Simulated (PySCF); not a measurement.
All of these have the formula C9H13N. Computed with TDDFT PBE0/def2-SVPD, vertical, gas phase, core orbitals frozen in the response in PySCF 2.14.0, density-fitted response routines. Geometries: PBE0-D3(BJ)/def2-SVP; one conformer of each isolated species. Triplets are in the Tamm–Dancoff approximation. 'Strongest' means the level of largest summed f among the lowest 10 singlets; it needn't be the same kind of state in each.

Question: Rank by computed energy of the strongest computed level, lowest first.
A. `CCc1cccc(C)c1N`
B. `CCN(C)c1ccccc1`
C. `c1(cccnc1)C(C)(C)C`
D. `CN(C)Cc1ccccc1`

Answer: B (5.29 eV), A (6.52 eV), D (6.92 eV), C (7.21 eV).

| SMILES | strongest (eV) | gap (eV) | HOMO (eV) | f (strongest) | S1 (eV) | LUMO (eV) | S1 mainly |
| --- | --- | --- | --- | --- | --- | --- | --- |
| CCN(C)c1ccccc1 | 5.29 | 5.49 | -5.49 | 0.23 | 4.52 | 0.00 | H→L (93%) |
| CCc1cccc(C)c1N | 6.52 | 5.88 | -5.78 | 0.39 | 4.86 | 0.10 | H→L (84%) |
| CN(C)Cc1ccccc1 | 6.92 | 5.98 | -6.23 | 0.54 | 4.96 | -0.25 | H→L (94%) |
| CC(C)(C)c1cccnc1 | 7.21 | 6.52 | -7.22 | 0.63 | 4.83 | -0.70 | H→L (99%) |

H and L stand for HOMO and LUMO.

- `CCN(C)c1ccccc1`: Löwdin shares by element: HOMO carbon 34% or more, nitrogen 30% (atoms not listed hold the other 36%); LUMO carbon 72% or more (atoms not listed hold the other 28%).
- `CCc1cccc(C)c1N`: Löwdin shares by element: HOMO carbon 43% or more, nitrogen 23% (atoms not listed hold the other 34%); LUMO carbon 66% or more (atoms not listed hold the other 34%).
- `CN(C)Cc1ccccc1`: Löwdin shares by element: HOMO nitrogen 55%, carbon 22% or more (atoms not listed hold the other 23%); LUMO carbon 69% or more (atoms not listed hold the other 31%).
- `CC(C)(C)c1cccnc1`: Löwdin shares by element: HOMO nitrogen 57%, carbon 26% or more (atoms not listed hold the other 17%); LUMO carbon 50% or more, nitrogen 22% (atoms not listed hold the other 27%).
